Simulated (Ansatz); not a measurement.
CH4AlClFNSi, SMILES `N=[C](Cl)[Al]([F])[SiH3]` from Hartree–Fock to CCSD(T)

```xyz
10

N    -0.564   -2.307    0.179
C    -0.980   -1.494   -0.687
Cl   -2.094   -2.115   -1.899
Al   -0.495    0.420   -0.811
F    -1.139    1.336   -2.016
Si    1.051    1.365    0.831
H     0.075   -1.852    0.834
H     2.352    0.641    0.777
H     0.499    1.195    2.204
H     1.295    2.810    0.588
```

Charge 0, multiplicity 1. The structure was optimised at the PBE0-D4/def2-TZVP level. It is one conformer, not always the lowest. Frozen core, restricted reference, the Gaussian-basis code of Ansatz. CBS rows extrapolate triple and quadruple zeta; past MP2 they add the triple-zeta difference.

```
     basis      HF (Eh)  MP2 corr.
  def2-SVP  -1184.01610   -0.76798
def2-TZVPP  -1184.60357   -0.99175
def2-QZVPP  -1184.64145   -1.07500
```

Question: Estimate the CCSD correlation energy and the (T) correction in each basis where they were run (hartree).

Answer: 
| basis | CCSD corr. | (T) |
| --- | --- | --- |
| def2-SVP | -0.82068 | -0.02369 |
| def2-TZVPP | -1.04070 | -0.04360 |
| CBS(def2) | -1.18560 | as TZ |
